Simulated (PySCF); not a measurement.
Job file and geometry (Å, from GFN2-xTB) of an NMR shielding run on `C[C@@H]1[C@@H](C(F)(F)F)P1C`, C5H8F3P, PySCF, GIAO PBE0/pcSseg-1 NMR shielding, non-relativistic, gas phase; density fitting, a coarse starting grid and PySCF grid level 2 are the driver's defaults:

```
{"job": {"kind": "nmr", "xc": "PBE0", "basis": "pcSseg-1"}, "charge": 0, "multiplicity": 1}
C     -0.364568    -2.332578     0.428117
C      0.077980    -0.894189     0.329924
C     -0.828522     0.074225    -0.398280
C     -1.186161     1.394074     0.205308
F     -0.451879     1.725541     1.279563
F     -1.058549     2.421130    -0.659024
F     -2.468769     1.419227     0.614403
P      0.794451    -0.249432    -1.256333
C      1.848889     1.145610    -0.642179
H     -1.148579    -2.436473     1.177573
H      0.472153    -2.965367     0.714892
H     -0.748717    -2.681758    -0.527849
H      0.523067    -0.513098     1.244989
H     -1.695249    -0.361423    -0.888707
H      2.881971     0.903727    -0.889229
H      1.578076     2.057372    -1.172629
H      1.767411     1.305440     0.429550
```

Task: Write the output of this run.

Result: 
```
coarse grid: 15272 points
cycle   1  E = -835.3037238731  dE =  1.274e+00  |g| = 9.082e-01  |ddm| = 3.725e+00
cycle   2  E = -835.1768923481  dE =  1.268e-01  |g| = 1.310e+00  |ddm| = 1.125e+00
cycle   3  E = -835.4488986013  dE = -2.720e-01  |g| = 8.095e-02  |ddm| = 6.871e-01
cycle   4  E = -835.4498955558  dE = -9.970e-04  |g| = 4.558e-02  |ddm| = 1.065e-01
cycle   5  E = -835.4503748661  dE = -4.793e-04  |g| = 8.029e-03  |ddm| = 5.296e-02
cycle   6  E = -835.4503894326  dE = -1.457e-05  |g| = 3.190e-03  |ddm| = 1.340e-02
cycle   7  E = -835.4503919336  dE = -2.501e-06  |g| = 6.658e-04  |ddm| = 3.560e-03
final grid: 145760 points
cycle   8  E = -835.5243948226  dE = -6.150e-05  |g| = 9.512e-03  |ddm| = 3.699e-02
cycle   9  E = -835.5243774495  dE =  1.737e-05  |g| = 1.308e-02  |ddm| = 1.901e-02
cycle  10  E = -835.5244160523  dE = -3.860e-05  |g| = 1.291e-03  |ddm| = 1.248e-02
cycle  11  E = -835.5244164169  dE = -3.646e-07  |g| = 3.655e-04  |ddm| = 1.650e-03
cycle  12  E = -835.5244164483  dE = -3.137e-08  |g| = 9.909e-05  |ddm| = 4.050e-04
cycle  13  E = -835.5244164504  dE = -2.116e-09  |g| = 2.800e-05  |ddm| = 1.294e-04
cycle  14  E = -835.5244164506  dE = -1.826e-10  |g| = 6.123e-06  |ddm| = 3.405e-05
converged SCF energy = -835.5244164506

GIAO shielding tensors (ppm)
atom      isotropic    diamagn.    paramagn.     s11        s22        s33       span
  0 C      166.086     244.123     -78.037    154.057    155.185    189.016     34.959
  1 C      156.193     255.443     -99.250    120.780    157.058    190.741     69.961
  2 C      154.684     260.162    -105.478    125.255    137.697    201.101     75.846
  3 C       50.490     239.958    -189.467     40.316     50.534     60.622     20.306
  4 F      246.352     476.980    -230.628    165.195    249.504    324.357    159.162
  5 F      239.436     473.475    -234.039    155.372    223.625    339.310    183.938
  6 F      228.928     472.142    -243.214    142.930    204.780    339.073    196.144
  7 P      532.018     966.710    -434.692    301.818    422.052    872.183    570.365
  8 C      176.422     254.436     -78.014    162.839    170.787    195.640     32.801
  9 H       29.979      28.605       1.374     24.308     27.787     37.841     13.532
 10 H       29.892      28.272       1.620     24.718     27.126     37.833     13.115
 11 H       31.342      29.383       1.960     26.357     29.108     38.562     12.205
 12 H       29.943      33.857      -3.914     23.884     30.253     35.692     11.808
 13 H       30.256      32.846      -2.590     23.756     29.007     38.004     14.247
 14 H       30.724      29.727       0.997     25.660     27.506     39.005     13.346
 15 H       30.546      30.378       0.168     25.034     28.866     37.737     12.703
 16 H       30.951      32.570      -1.619     25.261     30.868     36.724     11.462
```

Size and cost of the density-fitted run: 200 basis functions, 67 s wall time on 1 thread of an x86-64 server CPU, shared host.
